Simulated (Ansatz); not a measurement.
CH10B2Si2, SMILES `B[SiH2]CB[SiH3]`, relaxed with RKS PBE-D4/def2-SVP in Ansatz from a rough embedded geometry. The force threshold is 0.03 eV/Å; the program also tests the step.

The species carries charge 0 and has multiplicity 1.

Start:

```xyz
15

B    -0.796   -1.064   -1.889
Si   -1.617    0.315   -0.921
C    -0.366    1.137    0.185
B     0.163    0.237    1.312
Si    2.009   -0.376    1.382
H     0.171   -0.877   -2.627
H    -1.127   -2.200   -1.779
H    -2.685   -0.193   -0.101
H    -2.169    1.310   -1.917
H     0.470    1.533   -0.458
H    -0.861    2.040    0.649
H    -0.618   -0.261    2.069
H     2.875    0.760    1.555
H     2.203   -1.340    2.446
H     2.347   -1.021    0.096
```

| step | energy (eV) | largest force (eV/Å) | largest move (Å) |
| --- | --- | --- | --- |
| 1 | -18286.2050 | 2.160 | 0.000 |
| 2 | -18286.6306 | 0.877 | 0.168 |
| 3 | -18286.7281 | 0.400 | 0.102 |
| 4 | -18286.7558 | 0.364 | 0.180 |
| 5 | -18286.7740 | 0.200 | 0.057 |
| 6 | -18286.7959 | 0.261 | 0.195 |
| 7 | -18286.8036 | 0.146 | 0.103 |
| 8 | -18286.8115 | 0.084 | 0.105 |
| 9 | -18286.8272 | 0.295 | 0.195 |
| 10 | -18286.8581 | 0.317 | 0.195 |
| 11 | -18286.9190 | 0.324 | 0.190 |
| 12 | -18287.0394 | 0.488 | 0.194 |
| 13 | -18287.2666 | 0.743 | 0.192 |
| 14 | -18287.3994 | 0.768 | 0.193 |
| 15 (rejected) | -18287.3633 | 1.958 | 0.195 |
| 16 | -18287.4947 | 0.245 | 0.095 |
| 17 | -18287.5340 | 0.302 | 0.095 |
| 18 | -18287.5731 | 0.253 | 0.145 |
| 19 | -18287.5973 | 0.188 | 0.144 |
| 20 | -18287.6174 | 0.291 | 0.195 |
| 21 | -18287.6349 | 0.148 | 0.153 |
| 22 | -18287.6444 | 0.070 | 0.041 |
| 23 | -18287.6458 | 0.039 | 0.033 |
| 24 | -18287.6466 | 0.026 | 0.022 |

End:

```xyz
15

B     0.417   -0.935   -1.291
Si   -1.207    0.004   -0.525
C    -0.534    1.695    0.246
B    -0.003    0.874    1.409
Si    1.126   -0.729    0.858
H     0.793   -0.163   -2.167
H     0.217   -2.089   -1.625
H    -1.960   -0.774    0.534
H    -2.229    0.380   -1.573
H     0.151    1.935   -0.594
H    -1.277    2.493    0.421
H    -0.412    0.967    2.551
H     2.610   -0.583    1.126
H     0.710   -2.072    1.381
H     1.597   -1.004   -0.750
```

Hardware: 4 threads of an Intel Xeon 6975P-C on a shared host. Wall time 20 s, peak host memory 0.2 GiB.
